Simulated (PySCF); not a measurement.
Se(Br)(SiH3) (BrH3SeSi), SMILES [SiH3][Se]Br. Atoms are numbered in the order given.

```xyz
6

Se     0.8771    -0.5500     0.0000
Br    -0.3374     1.4819     0.0000
Si    -0.9960    -1.8964     0.0000
H     -0.4240    -3.2887     0.0000
H     -1.8220    -1.6640    -1.2313
H     -1.8220    -1.6640     1.2313
```

Geometry: PBE-D3(BJ)/def2-SVP. This is a generated structure with no PubChem entry under its InChIKey; it may be hypothetical.

Two levels are set side by side: PBE/pcSseg-1 (PySCF) and B3LYP/pcSseg-1 (PySCF). GIAO shifts against Me2Se (⁷⁷Se), TMS (²⁹Si), TMS (¹H) at the same level; non-relativistic, no solvent, atoms listed together averaged. Without spin–orbit terms, shifts of atoms bonded to Cl or Br come out too high at both levels. Differences are taken from unrounded values.

```csv
quantity,PBE
δ(⁷⁷Se) of Se1 (ppm),560.8
δ(²⁹Si) of Si3 (ppm),-40.1
"δ(¹H) of H4, H5, H6 (ppm)",5.49
```

Problem. These are the PBE values. What does B3LYP give? (An estimate is asked for; the answer gives what the named calculation found.)

Solution. 
| quantity | B3LYP | PBE minus B3LYP |
|---|---|---|
| δ(⁷⁷Se) of Se1 (ppm) | 593.8 | -33.1 |
| δ(²⁹Si) of Si3 (ppm) | -38.4 | -1.7 |
| δ(¹H) of H4, H5, H6 (ppm) | 5.30 | 0.19 |

Rough cost on one machine, each run with all the roots and properties that it gave: B3LYP against PBE within a factor of 2.
